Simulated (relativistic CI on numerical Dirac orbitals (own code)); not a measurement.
# Slater and spin-orbit integrals, Lu⁵⁹⁺

Calculated at this level of theory: Dirac-Coulomb-Breit CI, KLI orbitals optimised for each configuration, model QED, unscaled Slater integrals (own radial code, finite nucleus).

Slater integrals F^k, G^k are unscaled and averaged over j, outside the closed core [Ne]; ζ comes from projecting the Hamiltonian with its Breit term on Σ l·s of the shell.

- 3s3p: G^1(3s,3p) = 656340, ζ(3p) = 1.6321e+06 cm⁻¹; <r>(3s) = 0.1928, <r^2>(3s) = 0.04248, <r>(3p) = 0.1881, <r^2>(3p) = 0.04098 (bohr units).
- 3p²: F^2(3p,3p) = 518600, ζ(3p) = 1.6319e+06 cm⁻¹; <r>(3p) = 0.1882, <r^2>(3p) = 0.04103 (bohr units).
- 3s3d: G^2(3s,3d) = 408020, ζ(3d) = 222290 cm⁻¹; <r>(3s) = 0.1929, <r^2>(3s) = 0.04251, <r>(3d) = 0.1659, <r^2>(3d) = 0.03169 (bohr units).

Averages of the first 10 configurations, taken without configuration mixing, which lowers the lowest level and can move excited configurations by several eV; other configurations of the list can lie among them:

| Configuration | Parity | States | Average energy above the lowest level (eV) |
| --- | --- | --- | --- |
| 3s² | even | 1 | 4.1 |
| 3s3p | odd | 12 | 346.7 |
| 3p² | even | 15 | 711.8 |
| 3s3d | even | 20 | 683.7 |
| 3d² | even | 45 | 1375.5 |
| 3p3d | odd | 60 | 1039.2 |
| 3p4s | odd | 12 | 3255.2 |
| 3d4s | even | 20 | 3580.0 |
| 3s4s | even | 4 | 2897.8 |
| 3s4p | odd | 12 | 3046.3 |
